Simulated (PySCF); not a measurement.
**One molecule, many functionals**

Species: CH4N2OSi.
SMILES: `N[Si@@H](C#N)O`

Linear-response calculations in the def2-SVPD basis (PySCF; singlets by full response, triplets Tamm–Dancoff, core orbitals frozen in the response; HF means time-dependent Hartree–Fock). 'Strongest' is the level of largest summed f among the singlets computed (10 roots, of which the last may lack a degenerate partner); it can jump between rows when another state enters that window. S1 is the lowest singlet of each run and needn't be the same state throughout; f(S1) is that of one state. One conformer (not necessarily the lowest) at the PBE0-D3(BJ)/def2-SVP geometry, without solvent, vibrations or thermal averaging.

```tsv
functional	kind	S1 (eV)	f(S1)	strongest (eV)	T1 (eV)	HOMO (eV)	gap (eV)	ionisation energy, ΔSCF (eV)
LDA	LDA	5.33	0.015	5.82	5.08	-7.09	5.17	10.52
PBE	GGA	5.38	0.016	5.86	5.10	-6.91	5.23	10.29
B3LYP	global hybrid, 20% exact exchange	6.15	0.024	6.72	5.76	-8.13	7.13	10.65
PBE0	global hybrid, 25% exact exchange	6.35	0.023	6.92	5.72	-8.38	7.63	10.64
BHandHLYP	global hybrid, 50% exact exchange	6.76	0.004	7.97	5.59	-9.78	9.88	10.65
CAM-B3LYP	range-separated hybrid	6.67	0.028	7.65	5.79	-9.84	10.06	10.86
wB97X-D	range-separated hybrid	6.74	0.024	7.68	5.90	-10.33	11.35	10.81
LC-wPBE	range-separated hybrid	7.06	0.007	8.25	5.77	-11.27	12.65	10.96
```

S1 runs from 5.33 eV (LDA) to 7.06 eV (LC-wPBE), a spread of 1.73 eV, while the orbital gap spreads over 7.5 eV. Along PBE (0%), B3LYP (20%), PBE0 (25%), BHandHLYP (50%) S1 rises with the share of exact exchange. −ε(HOMO) comes closest to its own ΔSCF ionisation energy with LC-wPBE (+0.31 eV) and misses most with LDA (-3.43 eV).
